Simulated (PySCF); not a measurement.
SbF5, SMILES [Sb]([F])([F])([F])([F])[F].

The structure is a stationary point at B3LYP-D3(BJ)/def2-SVP. The isomer is the one that the SMILES or the coordinates give; other isomers of the formula were not compared. The def2 effective core potentials stand for the cores of Sb; spin–orbit coupling is left out.

Calculation: B3LYP-D3(BJ)/def2-SVP run with PySCF.

Frequencies are harmonic and unscaled.

Modes within 1.5 cm⁻¹ of each other (mostly degenerate sets) share a row, with their intensities summed.

```
mode   ν (cm⁻¹)  IR (km/mol)  moving atoms (share of kinetic energy)
-----  --------  -----------  --------------------------------------
1–2          79          3.2                                  F 99 %
3–4         242         96.8                         F 77 %, Sb 23 %
5–6         259          0.0                                 F 100 %
7           266         49.0                         F 80 %, Sb 20 %
8           626          0.0                                 F 100 %
9           643          0.0                                 F 100 %
10–12       707        229.4                         F 81 %, Sb 19 %
```
